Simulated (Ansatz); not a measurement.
**Worked example: Se(CH3)(SiH3) → Se(CH3)(SiH2) + H**

Species: Se(CH3)(SiH3), singlet; Se(CH3)(SiH2), doublet; H atom, doublet. 

Shapes, held fixed at every level: PBE0-D4/def2-TZVP. Flexible molecules stand in one conformer, not always the lowest. Programs: Ansatz 0.2.0. The zero-point and thermal change to 298 K, harmonic and unscaled (PBE0-D4/def2-TZVP), is -18.9 kJ/mol.

At CCSD(T)/def2-TZVPP; 1 Eh = 2625.50 kJ/mol:

| species | energy (Eh) |
| --- | --- |
| Se(CH3)(SiH3) | -2730.828621 |
| Se(CH3)(SiH2) | -2730.181564 |
| H | -0.499810 |

Problem. Work out ΔH(298 K) of the reaction at this level.

Solution. 
1. Products less reactants: (-2730.181564) + (-0.499810) − [(-2730.828621)] = 0.147247 Eh = +386.6 kJ/mol.
2. With the thermal change: +386.6 + (-18.9) = +367.7 kJ/mol.

Other levels give +291.7 (HF/def2-SVP) to +374.0 kJ/mol (wB97M-V/def2-TZVPP). No measured value is set beside it here. Open shells run unrestricted unless RO is named. Relativity is left out for Se unless named. Correlated rows may include outer-core shells of Se, which these sets cover unevenly.
